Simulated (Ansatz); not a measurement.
Start from `N=[CH][GeH2][CH2]Cl` and change one atom or group to get `[F][GeH2][CH2]Cl`.

Ansatz, PBE0-D4/def2-TZVP geometries, multiplicity 1. Each molecule was computed in one conformer, which needn't be the lowest.

Scalar relativity is left out up to krypton.

```tsv
property	`N=[CH][GeH2][CH2]Cl`
HOMO energy (PBE/def2-TZVPP) / eV	-5.86
HOMO–LUMO gap (ωB97M-V/def2-TZVPP) / eV	10.67
size of the dipole moment (PBE/def2-TZVPP) / D	2.36
size of the dipole moment (ωB97M-V/def2-TZVPP) / D	2.57
LUMO energy (PBE/def2-TZVPP) / eV	-2.06
HOMO energy (ωB97M-V/def2-TZVPP) / eV	-9.50
```

Task: Give the same properties after the change, and the shifts. (Best estimate.)

Result: The calculation gave: 
```json
{"property": "HOMO energy (PBE/def2-TZVPP) / eV", "`[F][GeH2][CH2]Cl`": "-6.88", "shift": "-1.02"}
{"property": "HOMO–LUMO gap (ωB97M-V/def2-TZVPP) / eV", "`[F][GeH2][CH2]Cl`": "12.25", "shift": "1.58"}
{"property": "size of the dipole moment (PBE/def2-TZVPP) / D", "`[F][GeH2][CH2]Cl`": "2.66", "shift": "0.30"}
{"property": "size of the dipole moment (ωB97M-V/def2-TZVPP) / D", "`[F][GeH2][CH2]Cl`": "2.83", "shift": "0.26"}
{"property": "LUMO energy (PBE/def2-TZVPP) / eV", "`[F][GeH2][CH2]Cl`": "-1.01", "shift": "1.05"}
{"property": "HOMO energy (ωB97M-V/def2-TZVPP) / eV", "`[F][GeH2][CH2]Cl`": "-10.45", "shift": "-0.95"}
```

With PBE0 the HOMO falls by 1.00 eV and the LUMO rises by 0.91 eV, so the gap widens by about 1.91 eV. PBE moves the HOMO by -1.02 eV and ωB97M-V by -0.95 eV. Dipoles are sizes alone; their direction can turn.
